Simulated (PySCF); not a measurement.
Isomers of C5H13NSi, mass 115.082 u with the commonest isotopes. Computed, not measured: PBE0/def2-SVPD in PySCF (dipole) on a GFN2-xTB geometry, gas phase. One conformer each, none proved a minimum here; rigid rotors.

Question: Order these by out-of-plane moment Σ m c² = (Ia + Ib − Ic)/2, smallest first.
A. `[CH2:1]=[C:2]([CH3:3])[SiH2:4][N:5]([CH3:6])[CH3:7]` with C1–C2–Si4–N5 121°, C2–Si4–N5–C6 -45°
B. `[CH3:1][CH2:2][Si@@H:3]1[CH2:4][CH2:5][CH2:6][NH:7]1` with C1–C2–Si3–C4 173°, C2–Si3–C4–C5 -104°, Si3–C4–C5–C6 -33°, C4–C5–C6–N7 45°, C5–C6–N7–Si3 -36°
C. `[CH3:1]/[CH:2]=[CH:3]\[SiH2:4][N:5]([CH3:6])[CH3:7]` with C2–C3–Si4–N5 58°, C3–Si4–N5–C6 -170°

Answer: B (30.68 u·Å²), C (55.16 u·Å²), A (58.71 u·Å²).

Question: Order these by rotational constant A, largest first.
A. `[CH3:1]/[CH:2]=[CH:3]\[SiH2:4][N:5]([CH3:6])[CH3:7]` with C2–C3–Si4–N5 58°, C3–Si4–N5–C6 -170°
B. `[CH3:1][CH2:2][Si@@H:3]1[CH2:4][CH2:5][CH2:6][NH:7]1` with C1–C2–Si3–C4 173°, C2–Si3–C4–C5 -104°, Si3–C4–C5–C6 -33°, C4–C5–C6–N7 45°, C5–C6–N7–Si3 -36°
C. `[CH2:1]=[C:2]([CH3:3])[SiH2:4][N:5]([CH3:6])[CH3:7]` with C1–C2–Si4–N5 121°, C2–Si4–N5–C6 -45°

Answer: B (4330 MHz), C (3582 MHz), A (3158 MHz).

Question: Order these by dipole moment, smallest first.
A. `[CH2:1]=[C:2]([CH3:3])[SiH2:4][N:5]([CH3:6])[CH3:7]` with C1–C2–Si4–N5 121°, C2–Si4–N5–C6 -45°
B. `[CH3:1]/[CH:2]=[CH:3]\[SiH2:4][N:5]([CH3:6])[CH3:7]` with C2–C3–Si4–N5 58°, C3–Si4–N5–C6 -170°
C. `[CH3:1][CH2:2][Si@@H:3]1[CH2:4][CH2:5][CH2:6][NH:7]1` with C1–C2–Si3–C4 173°, C2–Si3–C4–C5 -104°, Si3–C4–C5–C6 -33°, C4–C5–C6–N7 45°, C5–C6–N7–Si3 -36°

Answer: C (0.41 D), A (0.73 D), B (1.05 D).

```csv
SMILES,point group,Ia (u·Å²),Ib (u·Å²),Ic (u·Å²),κ,μa (D),μb (D),μc (D)
CC[Si@@H]1CCCN1,C1,116.71,370.05,425.40,-0.89,0.19,0.34,0.11
C/C=C\[SiH2]N(C)C,C1,160.05,364.40,414.12,-0.83,0.21,1.01,0.20
C=C(C)[SiH2]N(C)C,C1,141.08,392.39,416.04,-0.94,0.28,0.67,0.07
```
